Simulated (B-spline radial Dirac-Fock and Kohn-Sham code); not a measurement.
# f′ and f″ of Gd, 6.4039 keV to 15 keV

Level of theory: the dispersion relation over Dirac-Hartree-Slater subshell photoionisation cross sections, with the Kissel-Pratt high-energy constant (isolated atom, no bound-bound lines or fine structure); an atomic code on a B-spline grid. The forward scattering factor is f₀ + f′ + i f″.

The run's input, task.json:

```json
{"items": [{
  "Z": 64,
  "q": 0,
  "cfg": [[1, 0, 2], [2, 0, 2], [2, 1, 6], [3, 0, 2], [3, 1, 6], [3, 2, 10], [4, 0, 2], [4, 1, 6], [4, 2, 10], [4, 3, 7], [5, 0, 2], [5, 1, 6], [5, 2, 1], [6, 0, 2]],
  "A": 158,
  "rrms": 5.1569,
  "do": "dispersion",
  "hv": [765.4, 790.5, 981.7, 1000.0, 1253.6, 1486.9, 2000.0, 2183.0, 2471.0, 2509.0, 2833.0, 2984.4, 4000.0, 4436.0, 4510.9, 5414.7, 6000.0, 6403.9, 6930.3, 6949.0, 8047.8, 8564.0, 9251.7, 12000.0, 12750.0, 13000.0, 13290.0, 14690.0, 15000.0, 15310.0, 17140.0, 17479.3, 17520.0, 17700.0, 22162.9, 24209.8, 30000.0, 31930.0, 36240.0, 36870.0, 40000.0, 44060.0, 44990.0, 49030.0],
  "edges": {"K": 50239.0, "L1": 8376.0, "L2": 7930.0, "L3": 7243.0, "M1": 1881.0, "M2": 1688.0, "M3": 1544.0, "M4": 1221.9, "M5": 1189.6, "N1": 378.6, "N2": 286.0, "N3": 271.0, "N4": 142.6, "N5": 142.6}
}]}
```

Command: `python xray2_run.py task.json out`

Edges near this range: L1 8376.0 eV, L2 7930.0 eV, L3 7243.0 eV.

```
hν (eV)   λ (Å)  f′ (e)  f″ (e)  tabulated f′  tabulated f″
 6403.9   1.936  -7.109   4.550         -7.14          4.34
 6930.3   1.789  -9.304   4.013         -9.41          3.86
   6949   1.784  -9.439   3.995         -9.53          3.84
 8047.8   1.541  -8.844  11.981         -9.36         11.90
   8564   1.448  -6.031  12.569         -6.11         12.47
 9251.7   1.340  -3.465  11.159         -3.51         11.07
  12000   1.033  -0.672   7.370         -0.68          7.19
  12750  0.9724  -0.438   6.675         -0.45          6.50
  13000  0.9537  -0.380   6.466         -0.40          6.30
  13290  0.9329  -0.322   6.236         -0.34          6.07
  14690  0.8440       ?       ?             ?             ?
  15000  0.8266  -0.137   5.101         -0.15          4.97
```

Task: What are f′ and f″ at 14690 eV?

Result: f′ = -0.156 and f″ = 5.282 electrons (tables: -0.17 and 5.15). By the optical theorem f″ corresponds to a photoabsorption cross section 2 rₑ λ f″ = 25100 b.

Tabulated f′: xraylib 4.2 anomalous scattering factors (Cullen et al., EPDL97); f″: Chantler's tables (J. Phys. Chem. Ref. Data 1995 and 2000). Both are theoretical tables.

Values without a named source are computed, but for edge energies of neutral atoms, which are taken from tables.
